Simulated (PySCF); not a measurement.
**Vertical excitation energies**

Species: C3H3F3O.
SMILES: `C=C(F)OC(F)F`

The calculation used PySCF 2.14.0, density-fitted response routines, TDDFT PBE0/def2-SVPD, vertical, gas phase, core orbitals frozen in the response. Geometry: PBE0-D3(BJ)/def2-SVP, one conformer, isolated molecule. Torsions of this conformer, `[CH2:1]=[C:2]([F:3])[O:4][CH:5]([F:6])[F:7]`: C1–C2–O4–C5 134°, C2–O4–C5–F6 170°.

Predict the UV-vis stick spectrum at this level.

| state | E (eV) | E (kJ/mol) | λ (nm) | f | \|μ\| (D) | main configurations (H = HOMO, L = LUMO) |
| --- | --- | --- | --- | --- | --- | --- |
| S1 | 7.18 | 693 | 172.7 | 0.025 | 0.95 | H→L+1 (92%) |
| S2 | 7.56 | 729 | 164.1 | 0.410 | 3.78 | H→L (91%) |
| S3 | 7.92 | 765 | 156.5 | 0.020 | 0.81 | H→L+2 (91%) |
| S4 | 8.39 | 810 | 147.7 | 0.0017 | 0.23 | H→L+3 (32%), H→L+4 (31%), H→L+6 (20%) |
| S5 | 8.64 | 833 | 143.5 | 0.0043 | 0.36 | H→L+3 (57%), H→L+4 (24%), H→L+6 (17%) |
| S6 | 8.89 | 858 | 139.4 | 0.0086 | 0.51 | H→L+5 (74%), H→L+4 (15%) |

The lowest singlet comes at 173 nm (693 kJ/mol) in the vacuum ultraviolet; it is weak; its leading configuration is HOMO→LUMO+1 (92%). The strongest level in the table is S2 at 7.56 eV (164 nm, f = 0.410). Löwdin shares by element: HOMO carbon 68% or more, oxygen 13%, fluorine 9% or more; LUMO carbon 65% or more, oxygen 9%, fluorine 8% or more (atoms not listed hold the other 18%). The oscillator strengths of these states sum to 0.469; summed over the whole spectrum of an exact calculation they would give the number of electrons, 56 (Thomas–Reiche–Kuhn). Weighted by f, the mean energy of these states is 7.59 eV. Of the 6 states listed, 3 reach f = 0.01 and none stays under 0.0005. Singlets were solved by full linear response.
